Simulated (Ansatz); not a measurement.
Computed with Ansatz on PBE0-D4/def2-TZVP structures; ΔE is electronic, products minus reactants. CCSD(T)/CBS adds triple-zeta CCSD(T) − MP2 to the extrapolated MP2 energy (def2 sets, frozen cores). This one scheme is used for every species. DFT in def2-TZVPP. For Ti outer-core shells are correlated without core-valence functions, which leaves a few kJ/mol of doubt a bond. Scalar relativity is left out up to krypton. One conformer a species, not always the lowest.

Reaction (formal hydrolysis of a Ti–F bond): `[NH2][Ti]([OH])([OH])[F]` + H₂O → `[NH2][Ti]([OH])([OH])[OH]` + H–F

`[NH2][Ti]([OH])([OH])[F]`:

Cartesian coordinates in Å:
```
N 0.669 -0.115 1.420
Ti 0.143 0.038 -0.371
O -0.482 1.700 -0.600
O -1.045 -1.256 -0.711
F 1.525 -0.215 -1.459
H 0.736 -0.987 1.924
H 0.913 0.665 2.013
H -1.327 2.092 -0.819
H -1.129 -1.921 -1.395
```

H₂O:

Cartesian coordinates in Å:
```
O -0.142 0.280 -0.231
H 0.289 -0.535 -0.498
H -0.147 0.256 0.729
```

`[NH2][Ti]([OH])([OH])[OH]`:

```xyz
10

N     0.358   -0.373   -1.503
Ti   -0.104    0.128    0.251
O    -0.596   -1.374    1.116
O    -1.411    1.369    0.152
O     1.317    0.862    1.095
H     0.216    0.203   -2.320
H     0.645   -1.304   -1.770
H    -0.283   -1.734    1.947
H    -2.360    1.281    0.252
H     2.218    0.941    0.781
```

H–F:

Cartesian coordinates in Å:
```
F -0.256 -0.300 -0.237
H 0.256 0.300 0.237
```

(1) Is it downhill or uphill in electronic energy at CCSD(T)/CBS, and by how much? (Estimate.)

(2) What do these levels give: r2SCANh-D4, PBE, revPBE, HF/def2-SVP, HF/def2-TZVPP, CCSD/def2-TZVPP? (An estimate is asked.)

Largest T1 diagnostic among the species: 0.024, so the coupled-cluster value is less sure than usual.

## Answers

(1) Computed: Uphill: ΔE = +0.48 eV.

(2) The calculation gave: r2SCANh-D4 0.57, PBE 0.57, revPBE 0.59, HF/def2-SVP 0.62, HF/def2-TZVPP 0.61, CCSD/def2-TZVPP 0.51 eV.

In def2-TZVPP, CCSD(T) changes the Hartree–Fock value by −0.12 eV (the triples alone add −0.02 eV) and MP2 by −0.15 eV. At CCSD(T), def2-SVP lies +0.11 eV from the extrapolated value and def2-TZVPP +0.01 eV.
